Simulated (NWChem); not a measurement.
ethylenediamine (C2H8N2); SMILES NCCN

```xyz
12

N     -0.2021     1.8617    -0.0565
C      0.4973     0.5807    -0.0256
C     -0.4973    -0.5807    -0.0256
N      0.2021    -1.8617    -0.0565
H      0.4749     2.6301    -0.1343
H     -0.6860     2.0140     0.8390
H      1.1977     0.4438     0.8435
H      1.1271     0.4889    -0.9356
H     -1.1271    -0.4889    -0.9356
H     -1.1977    -0.4438     0.8435
H     -0.4749    -2.6301    -0.1343
H      0.6860    -2.0140     0.8390
```
Atoms are numbered in this order, from 1.

Level: PBE-D3(BJ)/def2-SVP (NWChem), optimised geometry, unscaled harmonic frequencies. 

| frequency (cm⁻¹) | IR intensity (km/mol) |
|---|---|
| 142 | 1.6 |
| 232 | 29.6 |
| 233 | 25.7 |
| 306 | 38.0 |
| 474 | 5.5 |
| 788 | 20.3 |
| 806 | 207.4 |
| 829 | 48.9 |
| 934 | 4.5 |
| 1014 | 11.7 |
| 1085 | 22.8 |
| 1101 | 0.0 |
| 1138 | 4.0 |
| 1191 | 4.6 |
| 1273 | 7.5 |
| 1293 | 0.3 |
| 1331 | 17.6 |
| 1396 | 0.2 |
| 1436 | 0.0 |
| 1447 | 3.5 |
| 1579 | 24.4 |
| 1584 | 19.2 |
| 2824 | 158.0 |
| 2831 | 72.8 |
| 3003 | 16.0 |
| 3014 | 38.1 |
| 3403 | 2.4 |
| 3404 | 0.2 |
| 3487 | 0.0 |
| 3487 | 0.1 |

The zero-point energy is 67.3 kcal/mol, the thermal correction to the enthalpy at 298.15 K (with zero-point energy) is 71.4 kcal/mol and the heat capacity Cv comes out as 19.0 cal/(mol K). The entropy at 298.15 K and 1 atm (symmetry number 2) is 70.9 cal/(mol K) and the dipole moment is 1.93 D.

Rigid rotor and harmonic oscillator.
